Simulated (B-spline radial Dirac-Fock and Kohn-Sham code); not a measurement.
## X-ray form factors of bromine in several charge states

These are calculated numbers from a radial B-spline solver; the model is Dirac-Fock orbitals of the configuration average with a finite nucleus.

Configurations: Br¹⁶⁺ [Ar] 3d1; Br¹⁷⁺ [Ne] 3s2 3p6; Br¹⁸⁺ [Ne] 3s2 3p5; Br²¹⁺ [Ne] 3s2 3p2; Br²³⁺ [Ne] 3s2. The first column is f₀ of Br¹⁶⁺, the others are differences from it.

| s (Å⁻¹) | Br¹⁶⁺ | Δ Br¹⁷⁺ | Δ Br¹⁸⁺ | Δ Br²¹⁺ | Δ Br²³⁺ |
| --- | --- | --- | --- | --- | --- |
| 0 | 19.000 | -1.000 | -2.000 | -5.000 | -7.000 |
| 0.05 | 18.949 | -0.994 | -1.989 | -4.973 | -6.963 |
| 0.1 | 18.799 | -0.978 | -1.955 | -4.892 | -6.855 |
| 0.15 | 18.552 | -0.951 | -1.900 | -4.760 | -6.677 |
| 0.2 | 18.215 | -0.915 | -1.826 | -4.581 | -6.435 |
| 0.25 | 17.796 | -0.871 | -1.734 | -4.360 | -6.136 |
| 0.3 | 17.305 | -0.819 | -1.628 | -4.103 | -5.789 |
| 0.35 | 16.754 | -0.763 | -1.511 | -3.817 | -5.401 |
| 0.4 | 16.155 | -0.702 | -1.385 | -3.510 | -4.983 |
| 0.45 | 15.520 | -0.639 | -1.255 | -3.190 | -4.545 |
| 0.5 | 14.861 | -0.576 | -1.123 | -2.863 | -4.097 |
| 0.6 | 13.519 | -0.452 | -0.866 | -2.218 | -3.206 |
| 0.7 | 12.213 | -0.340 | -0.631 | -1.621 | -2.373 |
| 0.8 | 11.004 | -0.244 | -0.432 | -1.106 | -1.645 |
| 0.9 | 9.933 | -0.166 | -0.273 | -0.688 | -1.045 |
| 1 | 9.015 | -0.107 | -0.154 | -0.371 | -0.583 |
| 1.1 | 8.250 | -0.063 | -0.070 | -0.148 | -0.251 |
| 1.2 | 7.623 | -0.032 | -0.016 | -0.005 | -0.034 |
| 1.4 | 6.698 | +0.004 | +0.030 | +0.104 | +0.144 |
| 1.6 | 6.056 | +0.020 | +0.033 | +0.081 | +0.119 |
